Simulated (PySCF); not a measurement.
## Electron correlation in Rb(2+) (rubidium, charge +2)

[Ar] 3d10 4s2 4p5, 2P determinant. Calculation: PySCF 2.14, in cc-pVDZ-X2C (6s5p3d, 36 functions); the spin-free X2C one-electron Hamiltonian (Gaussian nucleus). Frozen: [Ar] 3d10 4s2; 5 electrons correlated.

Total MP2 correlation energy: -3.96 mhartree.

Same-spin part -1.24 and opposite-spin part -2.72 mhartree; SCS-MP2 scales them by 1/3 and 6/5 to -3.68 mhartree.

```csv
level,correlation energy (mhartree)
CCSD,-4.35
(T),-0.01
CCSD(T),-4.36
```

Diagnostics: T1 = 0.00075, D1 = 0.0011, largest double amplitude 0.010.

Cost of the coupled-cluster step: 0.2 s of wall time on 1 thread of Neoverse-N1 (shared host), for 5 correlated electrons.

Iterations:

```
CC2 = 0
CCSD nocc = (np.int64(3), np.int64(2)), nmo = (21, 21)
frozen orbitals [[0, 1, 2, 3, 4, 5, 6, 7, 8, 9, 10, 11, 12, 13, 14], [0, 1, 2, 3, 4, 5, 6, 7, 8, 9, 10, 11, 12, 13, 14]]
max_cycle = 100
direct = 0
conv_tol = 1e-08
conv_tol_normt = 1e-06
diis_space = 8
diis_start_cycle = 0
Init t2, MP2 energy = -0.00396377268523756
Init E_corr(UCCSD) = -0.0039637726853568
cycle = 1  E_corr(UCCSD) = -0.00430775427849482  dE = -0.000343981593  norm(t1,t2) = 0.00429141
cycle = 2  E_corr(UCCSD) = -0.00434708665885291  dE = -3.93323804e-05  norm(t1,t2) = 0.000748731
cycle = 3  E_corr(UCCSD) = -0.0043541776328562  dE = -7.090974e-06  norm(t1,t2) = 0.000219561
cycle = 4  E_corr(UCCSD) = -0.00435378376230217  dE = 3.93870554e-07  norm(t1,t2) = 4.26783e-05
cycle = 5  E_corr(UCCSD) = -0.00435382615028337  dE = -4.23879812e-08  norm(t1,t2) = 3.77069e-06
cycle = 6  E_corr(UCCSD) = -0.00435382728100317  dE = -1.13071981e-09  norm(t1,t2) = 6.53377e-07
UCCSD converged
E(UCCSD) = -2978.005572916615  E_corr = -0.004353827281003175
UCCSD(T) correction = -7.06582697161666e-06
```
